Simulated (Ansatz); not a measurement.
`[F][Ge][Br]` + H₂S → `[F][Ge][SH]` + HBr at 700 K and 1 bar (ligand exchange at a Ge–Br bond).

Program: Ansatz. Geometries: PBE0-D4/def2-TZVP. ΔE: electronic, gas phase. CCSD(T)/CBS is the MP2 limit (def2-TZVPP, def2-QZVPP) plus CCSD(T) − MP2 in def2-TZVPP, frozen cores. This one scheme is used for every species. For Br, Ge outer-core shells are correlated without core-valence functions, which leaves a few kJ/mol of doubt a bond. Scalar relativity is left out up to krypton. Each species was taken in one conformer, which may not be the lowest.

```json
{"species": "`[F][Ge][Br]`", "CCSD(T)/CBS energy (Eh)": "-4749.29775", "H − E (kJ/mol)": "41.9", "S (J/(mol·K))": "347.6"}
{"species": "H₂S", "CCSD(T)/CBS energy (Eh)": "-398.97279", "H − E (kJ/mol)": "64.8", "S (J/(mol·K))": "236.9"}
{"species": "`[F][Ge][SH]`", "CCSD(T)/CBS energy (Eh)": "-2574.33845", "H − E (kJ/mol)": "71.2", "S (J/(mol·K))": "353.4"}
{"species": "HBr", "CCSD(T)/CBS energy (Eh)": "-2573.91920", "H − E (kJ/mol)": "36.5", "S (J/(mol·K))": "223.7"}
```

H − E and S are ideal-gas, rigid-rotor, harmonic terms from PBE0-D4/def2-TZVP, for one conformer and one mirror image of each species. 1 Eh = 2625.50 kJ/mol, R = 8.31446 J/(mol·K).

Question: By hand: ΔE, ΔH, ΔS and ΔG.

Answer: ΔE = (-2574.33845) + (-2573.91920) − (-4749.29775) − (-398.97279) = 0.01289 Eh = 33.8 kJ/mol. Δ(H − E) = 71.2 + 36.5 − 41.9 − 64.8 = 1.0, so ΔH = 34.8 kJ/mol. ΔS = 353.4 + 223.7 − 347.6 − 236.9 = -7.4 J/(mol·K). ΔG = 34.8 − 700 × (-7.4)/1000 = 40.0 kJ/mol.

Question: By hand: the equilibrium constant, and the temperature at which ΔG would vanish if ΔH and ΔS stayed fixed.

Answer: log₁₀ K = −ΔG/(RT ln 10) = -3.0. ΔH and −TΔS have one sign here, so there is no such temperature.

The number of gas molecules stays the same, so ΔS is small and ΔH decides. A doubt of 5 kJ/mol in ΔE shifts log₁₀ K by 0.4 here. Other conformers and mirror images would add mixing entropy, several J/(mol·K) or more a flexible species. These are equilibria of isolated gas molecules and say nothing of rates. Largest T1 diagnostic: 0.015 (customary marks: 0.02 for closed shells, 0.045 for open ones).

ΔS is within the doubt of such terms, so its sign, and with it that verdict, could turn.
